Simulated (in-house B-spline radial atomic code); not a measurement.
## RPA and G0W0 on PBE: neutral calcium

Configuration [Ar] 4s2, mean-field start PBE. Computed with an all-electron radial atomic-structure program (B-spline basis): all electrons, scalar-relativistic (spin-free one-electron X2C), finite nucleus, each spin shell either full or empty, empty states to l = 9 with an (l + 1/2)⁻⁴ tail; G0W0 by contour deformation at full frequency.

Command:
```bash
python run_gw.py task.json out
```
Settings (radii: box in bohr, nucleus in fm):
```
Z                        20
electrons                20
configuration            [Ar] 4s2
hamiltonian              x2c
method                   pbe,pbe
lmax                     9
rms_radius               3.4776
spin_polarised           False
box_radius               40
intervals                74
ion_configuration        [Ar] 4s1
```

Cost of the run: 7.2 s on 1 thread of Arm Neoverse N1 (shared host).

Energies (hartree):

```csv
term,value
mean-field total,-680.24846
Hartree-Fock functional on these orbitals,-679.62392
direct second order,-1.5222
second-order exchange,0.51609
SOSEX correction,0.44702
```

(1) What is the RPA correlation energy, and what remains with SOSEX?

Quasi-particle levels (eV):

| level | occupied | mean field | Σx - vxc | Σc | QP weight | G0W0 |
| --- | --- | --- | --- | --- | --- | --- |
| 4s | yes | -3.766 | -1.43 | ? | ? | ? |

G0W0 = mean field + (Σx - vxc) + Σc, with Σc (partial-wave tail included) taken at the quasi-particle energy. Only the outer levels were computed. Levels of low weight are left out.

(2) Where does G0W0 put 4s?

(3) What does it cost to remove one electron (to [Ar] 4s1) by differences of total energies, each species on its own start (correlation terms add to the Hartree-Fock functional)?

Answers

(1) RPA gives -1.2595 hartree (-1.71 eV per electron); RPA + SOSEX gives -0.81247, and the second-order doubles -1.0061 hartree (no singles). RPA lacks exchange-type terms and so overcorrelates at short range.

(2) At -6.116 eV, with Σc = -0.92 eV and a quasi-particle weight of 0.741. The tabulated removal energy is 6.113 eV (NIST, measured); the calculation leaves out spin-orbit coupling, Breit and QED terms, and what these don't explain is the method's own error.

(3) PBE 6.091 eV, Hartree-Fock functional 5.118 eV, + RPA 6.520 eV, + RPA + SOSEX 6.217 eV, + second order 7.108 eV. Tabulated: 6.113 eV (NIST, measured); the calculation leaves out spin-orbit coupling, Breit and QED terms, and what these don't explain is the method's own error.
